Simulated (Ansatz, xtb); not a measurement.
## ClH2O2Sn−: where a starting geometry ends

The starting geometry of this gas-phase singlet has its atoms placed at random.

```yaml
atoms:
  - { symbol: Cl, position_ang: [-1.0315, -0.6024, -1.4308] }
  - { symbol: O, position_ang: [-0.3563, 0.7505, 1.0775] }
  - { symbol: O, position_ang: [1.3772, 0.4463, -1.2017] }
  - { symbol: Sn, position_ang: [0.8518, -1.3283, -0.1702] }
  - { symbol: H, position_ang: [-0.1379, -1.0589, 1.3424] }
  - { symbol: H, position_ang: [0.6595, 0.8697, -0.5227] }
```

Question: Guess where an optimisation with r2SCAN-D4/def2-SVPD ends from this start.

Answer: It ends as `[OH][Sn-]([OH])[Cl]`. Contacts that open: Sn4–H5 (1.83 → 2.53 Å). Contacts that close: O2–Sn4 (2.71 → 2.09 Å), O2–H5 (1.84 → 0.97 Å).

The energy falls by 6.58 eV over 20 steps:

```
step  E − E(last) (eV)
   1             6.580
   3             2.415
   5             0.254
   7             0.089
   9             0.074
  12             0.047
  14             0.021
  16             0.002
  18             0.000
  20             0.000
```

Final geometry (Å):

```xyz
6

Cl   -1.5270   -1.1186   -1.3557
O     0.1824   -0.3576    1.3557
O     1.5364    0.6829   -1.1267
Sn    0.8994   -1.1627   -0.4294
H    -0.7785   -0.3078    1.2601
H     1.0501    1.3407   -0.6095
```

From the same start GFN2-xTB reaches the same bonding as this run.

From so rough a start the end depends on the optimiser's path, so another program may land elsewhere. The end wasn't checked by frequencies. Atoms past krypton carry core potentials, without spin–orbit terms. Run with Ansatz 0.2.0, 63 s on 2 threads of Arm Neoverse V1, on a shared host.
